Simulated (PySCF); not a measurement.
# How good is the calculation?

Geometry:
```tsv
atom	x (Å)	y (Å)	z (Å)
C1	-1.782	-0.404	1.316
C2	-1.038	-0.656	0.005
C3	-1.813	-0.110	-1.194
C4	0.367	-0.099	0.051
C5	0.613	1.269	0.214
C6	1.928	1.728	0.244
N7	2.991	0.935	0.126
C8	2.762	-0.365	-0.028
C9	1.486	-0.926	-0.071
H10	-1.230	-0.812	2.175
H11	-1.926	0.674	1.492
H12	-2.778	-0.873	1.294
H13	-0.944	-1.747	-0.124
H14	-1.956	0.979	-1.114
H15	-2.810	-0.573	-1.257
H16	-1.283	-0.309	-2.138
H17	-0.210	1.981	0.317
H18	2.129	2.799	0.370
H19	3.645	-1.009	-0.123
H20	1.365	-2.005	-0.200
```

Published estimates (parent shift plus substituent increments) and measurements: δ 13C C4 157.1; C6/C8 150.2; C5/C9 121.8 ppm (estimated from measurements, as parent shift plus tabulated substituent increment; solution, not stated per compound (mostly CDCl3 or CCl4); Pretsch, Buehlmann, Badertscher, Structure Determination of Organic Compounds, 4th ed. (2009)).

Theory: KT2/pcSseg-1 with gauge-including orbitals, PBE0-D3(BJ)/def2-SVP geometry, in PySCF (equivalent nuclei averaged, gas phase, non-relativistic Hamiltonian, single conformer).

Question: What does the calculation give, and how does it compare?

Answer: 
Reference values: estimated from measurements, as parent shift plus tabulated substituent increment (solution, not stated per compound (mostly CDCl3 or CCl4); Pretsch, Buehlmann, Badertscher, Structure Determination of Organic Compounds, 4th ed. (2009)).
```tsv
atoms	quantity	reference	computed	computed, scaled
C4	δ 13C	157.1	150.5	157.3
C6/C8	δ 13C	150.2	144.3	150.7
C5/C9	δ 13C	121.8	116.8	121.1
```

Computed shifts are σ(ref) − σ with the named reference compound (TMS for H and C) calculated as an isolated molecule at the same level. The measured values may be among those fitted. Shieldings were converted by linear fits to measured shifts (mostly CDCl3, TMS scale, for H and C): 13C: δ = 192.54 − 1.076σ (rms 1.2 ppm, 39 shifts, 2.4 ppm with the 5 outliers that the fit left out). A few per cent of atoms miss by over 2 rms, more outside the fitted compound classes.

Question: How far are the unscaled 13C shifts from the references?

Answer: Mean signed difference -5.83 ppm, mean absolute 5.83 ppm over 3 comparisons; the largest is -6.6 ppm at C4 (substituted aromatic carbon).
